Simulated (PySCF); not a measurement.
## Orbital picture of ZnS⁺

BLYP at R = 2.159 Å; PySCF, no relativity, basis sets Zn def2-TZVPPD, S def2-TZVPPD. State: ²Π (doublet), unpaired electrons π ↑. Only the outer orbitals are listed, counted within each symmetry.

| spin | orbital | occ. | ε (eV) | on Zn (%) | main shells (%) |
| --- | --- | --- | --- | --- | --- |
| α | 4π | 1 | -19.74 | 99 | 99 Zn d |
| α | 10σ | 1 | -19.66 | 92 | 92 Zn d |
| α | 4π | 1 | -19.66 | 99 | 99 Zn d |
| α | 1δ | 1 | -19.57 | 100 | 100 Zn d |
| α | 1δ | 1 | -19.56 | 99 | 99 Zn d |
| α | 11σ | 1 | -14.92 | 49 | 47 S p, 46 Zn s |
| α | 5π | 1 | -13.61 | 5 | 94 S p |
| α | 5π | 1 | -12.47 | 7 | 93 S p |
| α | 12σ | 0 | -11.35 | 71 | 46 Zn s, 27 S p, 24 Zn p |
| α | 6π | 0 | -7.24 | 92 | 91 Zn p |
| α | 6π | 0 | -7.03 | 92 | 91 Zn p |
| β | 4π | 1 | -19.70 | 99 | 99 Zn d |
| β | 4π | 1 | -19.66 | 99 | 99 Zn d |
| β | 1δ | 1 | -19.59 | 95 | 94 Zn d |
| β | 1δ | 1 | -19.57 | 100 | 100 Zn d |
| β | 10σ | 1 | -19.55 | 95 | 94 Zn d |
| β | 11σ | 1 | -14.67 | 54 | 51 Zn s, 42 S p |
| β | 5π | 1 | -12.16 | 8 | 92 S p |
| β | 5π | 0 | -11.87 | 9 | 91 S p |
| β | 12σ | 0 | -11.24 | 67 | 40 Zn s, 30 S p, 27 Zn p |
| β | 6π | 0 | -7.08 | 90 | 89 Zn p |

Q: Which are the highest filled and the lowest empty level, where do they sit, and how wide is the gap?

A: Highest filled β 5π at -12.16 eV (in %: 92 S p); lowest empty β 5π at -11.87 eV (in %: 91 S p); the gap at BLYP is 0.29 eV. Both belong to one degenerate shell, split only by its one-sided filling, so this is no excitation gap.

The bond order (Mayer) is 1.41, the ⟨S²⟩ is 0.756 and the charge on Zn (Mulliken, basis-dependent) is 0.65. The charge on Zn (Löwdin, basis-dependent) is 0.76. The dipole moment (positive dipole points towards S; it is taken about the centre of mass and depends on that origin) is -2.68 D.

The state was picked by a PBE0 search and need not be the measured ground state.
